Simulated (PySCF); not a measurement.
Bonds: Al1-C2, Al1-C9, Al1-C16, C2-C3, C9-C10, C16-C17. C2 carries H4, H5; C3 carries H6, H7, H8; C9 carries H11, H12; C10 carries H13, H14, H15; C17 carries H18.

One conformer, relativity neglected, in vacuum, one averaged value for each set of equivalent atoms. PBE0-D3(BJ)/def2-SVP structure; GIAO B3LYP/pcSseg-1 (pcSseg-2 on Al) shieldings; PySCF 2.14.

Scale: ¹³C and ¹H vs TMS; [Al(H2O)6]3+ for ²⁷Al (reference shieldings calculated alike).

```
               atoms  nucleus  count  δ (ppm)
                 C17      ¹³C      1    105.8
               C2/C9      ¹³C      2        ?
                 H18       ¹H      1        ?
              C3/C10      ¹³C      2     10.7
                 C16      ¹³C      1     95.8
       H4/H5/H11/H12       ¹H      4     0.14
H6/H7/H8/H13/H14/H15       ¹H      6     1.21
                 Al1     ²⁷Al      1    287.3
```

Problem. Estimate the values marked ?.

Solution. 
- C2/C9: 6.3 ppm, carbon bonded to C, Al, 2 H
- H18: 2.27 ppm, hydrogen on a carbon bonded to C

Shifts are as computed, not scaled to solution data. Of 1309 compounds with measured shifts, 239 miss one by over three times the rms of a fit or turn the order of signals round; such compounds aren't used in these exercises.
